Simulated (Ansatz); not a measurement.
Isolated molecules relaxed with PBE0-D4/def2-TZVP in Ansatz; ΔE leaves out vibrations. CCSD(T)/CBS is the MP2 limit (def2-TZVPP, def2-QZVPP) plus CCSD(T) − MP2 in def2-TZVPP, frozen cores. This one scheme is used for every species. DFT in def2-TZVPP. Each species was taken in one conformer, which may not be the lowest.

`CO[SiH](Cl)SC` → `CS[Si]Cl` + CH₃OH  (silylene formation by 1,1-elimination)

```csv
level,ΔE (eV),difference from CCSD(T)/CBS
r2SCAN-D4,2.59,0.06
ωB97X-V,2.67,0.14
ωB97M-V,2.47,-0.06
B2PLYP,2.42,-0.11
PBE,2.14,-0.39
PBE0,2.39,-0.14
CCSD/def2-TZVPP,2.52,-0.01
MP2/def2-QZVPP,2.69,0.16
SCS-MP2/def2-QZVPP,2.63,0.10
MP2/CBS(def2),2.70,0.17
CCSD(T)/CBS,2.53,0
```

Largest T1 diagnostic among the species: 0.014.

From PBE to PBE0 (25 % exact exchange), in def2-TZVPP and without D4, ΔE moves by +0.24 eV. The D4 term adds +0.17 eV with B3LYP and +0.10 eV with PBE0; it sums over pairs of atoms, weighted by their polarisabilities, and B3LYP, whose exchange is more repulsive, gets the larger term.

B3LYP here is the variant with VWN-RPA as its local correlation; programs differ in this.
